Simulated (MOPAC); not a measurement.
Input file for MOPAC: PM6 on H2O2Sn (SMILES [OH][Sn][OH]), a point of a torsion scan.

```
PM6 1SCF PRECISE CHARGE=0 THREADS=1
H2O2Sn

O      1.30625123 1    -0.46065792 1    -0.44436233 1
Sn    -0.25502121 1     0.78905587 1    -0.84067907 1
O      0.58472412 1     2.55879206 1    -0.27596538 1
H      2.16989863 1    -0.25064252 1    -0.09537573 1
H      1.45852436 1     2.72559911 1     0.07104001 1
```

Program output:

```
*******************************************************************************
 **                                                                           **
 **                              MOPAC v23.2.5                                **
 **                                                                           **
 *******************************************************************************
 ** MOPAC's Digital Object Identifier: https://doi.org/10.5281/zenodo.6511958 **
 **                                                                           **
 ** Please cite the open-source release paper for use of this MOPAC version:  **
 ** J. E. Moussa and J. J. P. Stewart (2026)                                  **
 ** MOPAC: An open-source semiempirical molecular orbital program             **
 ** J. Open Source Softw., 11(119), 8025, https://doi.org/10.21105/joss.08025 **
 *******************************************************************************

                              PM6 CALCULATION RESULTS

 *******************************************************************************
 *  PM6        - The PM6 Hamiltonian to be used
 *
 *
 *
 *                 CHARGE ON SYSTEM = 0
 *
 *
 *
 *  PRECISE    - TIGHTER CRITERIA TO BE USED
 *  1SCF       - DO 1 SCF AND THEN STOP
 *  THREADS=1  - MULTI-THREADING NOT USED
 *  T=         - A TIME OF 172800.0 SECONDS REQUESTED
 *  DUMP=N     - RESTART FILE WRITTEN EVERY 7200.0 SECONDS REQUESTED
 *******************************************************************************
PM6 1SCF PRECISE CHARGE=0 THREADS=1
 H2O2Sn

   ATOM   CHEMICAL          X               Y               Z
  NUMBER   SYMBOL      (ANGSTROMS)     (ANGSTROMS)     (ANGSTROMS)

     1       O          1.30625123  *  -0.46065792  *  -0.44436233  *
     2      Sn         -0.25502121  *   0.78905587  *  -0.84067907  *
     3       O          0.58472412  *   2.55879206  *  -0.27596538  *
     4       H          2.16989863  *  -0.25064252  *  -0.09537573  *
     5       H          1.45852436  *   2.72559911  *   0.07104001  *



          CARTESIAN COORDINATES

    NO.       ATOM           X           Y           Z

     1         O          1.3063     -0.4607     -0.4444
     2        Sn         -0.2550      0.7891     -0.8407
     3         O          0.5847      2.5588     -0.2760
     4         H          2.1699     -0.2506     -0.0954
     5         H          1.4585      2.7256      0.0710

 General Reference for PM6:
 "Optimization of Parameters for Semiempirical Methods V: Modification of NDDO Approximations
 and Application to 70 Elements", J. J. P. Stewart, J. Mol. Mod., 13, 1173-1213 (2007)
 URL: https://link.springer.com/article/10.1007/s00894-007-0233-4

           Empirical Formula: H2 O2 Sn  =     5 atoms



      MOLECULAR POINT GROUP   :   C2v


      RHF CALCULATION, NO. OF DOUBLY OCCUPIED LEVELS = 9


 -------------------------------------------------------------------------------
 PM6 1SCF PRECISE CHARGE=0 THREADS=1
 H2O2Sn



     1SCF WAS SPECIFIED, SO BFGS WAS NOT USED
     SCF FIELD WAS ACHIEVED


                              PM6 CALCULATION
                                                       MOPAC v23.2.5 Linux




          FINAL HEAT OF FORMATION =        -79.88407 KCAL/MOL =    -334.23496 KJ/MOL


          COSMO AREA              =        103.89 SQUARE ANGSTROMS
          COSMO VOLUME            =         91.57 CUBIC ANGSTROMS

          IONIZATION POTENTIAL    =          9.309589 EV
          HOMO LUMO ENERGIES (EV) =         -9.310 -0.655
          NO. OF FILLED LEVELS    =          9
          MOLECULAR WEIGHT        =        152.7046         POINT GROUP:  C2v

          MOLECULAR DIMENSIONS (Angstroms)

            Atom       Atom       Distance
            H     5    O     1     3.23126
            H     4   Sn     2     2.62475
            O     1    O     3     0.00038


          SCF CALCULATIONS        =          1





   ATOM   CHEMICAL          X               Y               Z
  NUMBER   SYMBOL      (ANGSTROMS)     (ANGSTROMS)     (ANGSTROMS)

     1       O          1.30625123  *  -0.46065792  *  -0.44436233  *
     2      Sn         -0.25502121  *   0.78905587  *  -0.84067907  *
     3       O          0.58472412  *   2.55879206  *  -0.27596538  *
     4       H          2.16989863  *  -0.25064252  *  -0.09537573  *
     5       H          1.45852436  *   2.72559911  *   0.07104001  *

                             CARTESIAN COORDINATES

   1    O        1.306251230    -0.460657920    -0.444362330
   2   Sn       -0.255021210     0.789055870    -0.840679070
   3    O        0.584724120     2.558792060    -0.275965380
   4    H        2.169898630    -0.250642520    -0.095375730
   5    H        1.458524360     2.725599110     0.071040010


           Empirical Formula: H2 O2 Sn  =     5 atoms



      MOLECULAR POINT GROUP   :   C2v


                  EIGENVALUES
 -27.29947 -26.84408 -17.49791 -16.92387 -13.09926 -11.86352 -11.58308 -11.27533
  -9.30959  -0.65497   1.00101   1.27594   5.95235   6.16079


              NET ATOMIC CHARGES AND DIPOLE CONTRIBUTIONS

  ATOM NO.   TYPE          CHARGE      No. of ELECS.   s-Pop       p-Pop
    1          O          -0.831739        6.8317     1.78008     5.05166
    2         Sn           1.005625        2.9944     1.84380     1.15057
    3          O          -0.831810        6.8318     1.77999     5.05182
    4          H           0.328940        0.6711     0.67106
    5          H           0.328983        0.6710     0.67102
 DIPOLE           X         Y         Z       TOTAL
 POINT-CHG.    -3.053    -0.661    -1.221     3.354
 HYBRID         3.229     0.700     1.293     3.547
 SUM            0.175     0.039     0.071     0.193


          ATOMIC ORBITAL ELECTRON POPULATIONS

     Atom    s        px        py        pz
    1  O   1.78008   1.43778   1.76315   1.85073
    2 Sn   1.84380   0.56212   0.36206   0.22639
    3  O   1.77999   1.50517   1.70235   1.84431
    4  H   0.67106
    5  H   0.67102

 **********************
 *                    *
 * JOB ENDED NORMALLY *
 *                    *
 **********************




 == MOPAC DONE ==
```

The run finished.

Cost: about 0.020 core-seconds (a rough figure).
